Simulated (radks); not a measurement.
Species: Ba I. Configuration: [Xe] 6s2.

Calculated with a radial shooting solver on a logarithmic mesh with Libxc functionals: scalar-relativistic Kohn-Sham, LDA (Slater exchange, VWN5 correlation), spin-polarised, spherical densities, point nucleus; hard spherical wall at 2 bohr.

Energy parts (eV):
| part | energy |
|---|---|
| total | -220372.06 |
| kinetic | 236106.76 |
| electron-nucleus | -541518.32 |
| Hartree | 90381.39 |
| exchange-correlation | -5341.89 |

Orbitals (lengths in bohr, moments of r in powers of bohr; <r^-3> diverges for s and p1/2; r(90%) holds 90 % of the orbital's charge):
| orbital | occ. | eigenvalue (eV) | r(90%) | <r^-3> |
|---|---|---|---|---|
| 1s | 2 | -37116.84 | 0.0461 | - |
| 2s | 2 | -5787.160 | 0.170 | - |
| 2p | 6 | -5181.376 | 0.157 | 7013 |
| 3s | 2 | -1150.656 | 0.430 | - |
| 3p | 6 | -956.5942 | 0.436 | 1372 |
| 3d | 10 | -673.5668 | 0.420 | 188.5 |
| 4s | 2 | -165.4996 | 0.995 | - |
| 4p | 6 | -104.3982 | 1.08 | 271.9 |
| 4d | 10 | -15.9298 | 1.25 | 28.95 |
| 5s | 2 | 48.5910 | 1.64 | - |
| 5p | 6 | 75.3390 | 1.66 | 123.6 |
| 5d | 0 | 120.9899 | 1.68 | 21.24 |
| 6s | 2 | 253.0356 | 1.76 | - |
| 6p | 0 | 284.3861 | 1.76 | 207.9 |
| 7s | 0 | 552.9636 | 1.80 | - |

The highest occupied level is 6s at 253.04 eV. The configuration is held as typed, so some empty levels lie below it. Summed over all electrons, <r^2> = 31.15 bohr^2, which gives a Langevin (diamagnetic) susceptibility term of -24.7 x 10^-6 cm^3/mol. The pressure on the wall is 36800 GPa. The density falls to 0.001 e/bohr^3 at r = 1.98 bohr.
